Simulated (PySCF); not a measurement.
A geometry optimisation on `COC([SiH3])[SiH3]`.

Method: PBE0-D3(BJ)/def2-SVP geometry optimisation, gas phase (PySCF 2.14.0). Start geometry: GFN2-xTB. The command runs a driver script over a list of jobs; the input below is this job's line of settings and its coordinates in Å.

Command:
```bash
OMP_NUM_THREADS=1 python probes_run.py task.json out
```

Input:
```
{"job": {"xc": "PBE0", "basis": "def2-SVP", "d3": "d3bj", "grid": 1, "shake": 0.01, "kind": "geom"}, "charge": 0, "multiplicity": 1}
C      1.792380    -0.085090    -1.190690
O      0.584430     0.561700    -0.794100
C     -0.045180    -0.016810     0.368280
Si    -0.730300     1.515860     1.246610
Si    -1.232120    -1.391900    -0.189590
H      2.124390     0.482230    -2.075600
H      2.545470    -0.013510    -0.406430
H      1.623710    -1.106360    -1.461770
H      0.759170    -0.429060     1.038120
H     -1.746170     2.135440     0.376060
H     -1.402850     1.085440     2.512470
H      0.334920     2.447520     1.536380
H     -0.537280    -2.410020    -0.939510
H     -2.258370    -0.786430    -1.039150
H     -1.827550    -2.006390     1.011690
```

What does the run print?

```
step   0  E = -735.67349414  max force = 0.037236
step   1  E = -735.67884534  max force = 0.008378
step   2  E = -735.67927600  max force = 0.001370
step   3  E = -735.67931450  max force = 0.000742
step   4  E = -735.67933739  max force = 0.000645
step   5  E = -735.67935783  max force = 0.000683
step   6  E = -735.67936780  max force = 0.000431
optimisation converged
```

Energies in Eh; «max force» is the largest Cartesian gradient component in Eh/bohr.

How much energy does the optimisation release, in kJ/mol?

E(step 0) − E(last step) = 0.005874 Eh, which is 15.4 kJ/mol.

Summary of the converged run: final energy -735.67937 Eh after 6 steps; dipole 1.55 D.

Where do the atoms end?

0.086 Å rms from the input after alignment:
```
atom  x, y, z in Å
C1     1.8773   -0.1836   -1.0966
O2     0.7133    0.5269   -0.7946
C3    -0.0022    0.0270    0.3297
Si4   -0.7862    1.5407    1.1683
Si5   -1.2702   -1.2859   -0.2172
H6     2.3120    0.2604   -2.0030
H7     2.6219   -0.1164   -0.2789
H8     1.6755   -1.2544   -1.2907
H9     0.6860   -0.4249    1.0752
H10   -1.7100    2.2241    0.2165
H11   -1.5628    1.0985    2.3686
H12    0.2855    2.4901    1.5916
H13   -0.6037   -2.3557   -1.0213
H14   -2.3221   -0.6426   -1.0591
H15   -1.9110   -1.9116    0.9808
```

Hardware: one thread, Arm Neoverse V1 (aarch64), shared host with 32 logical CPUs at a one-minute load of 28. Cost: 50 s, 0.51 GiB resident at most.
Labels such as C1 count atoms from 1, the log's own numbers from 0.
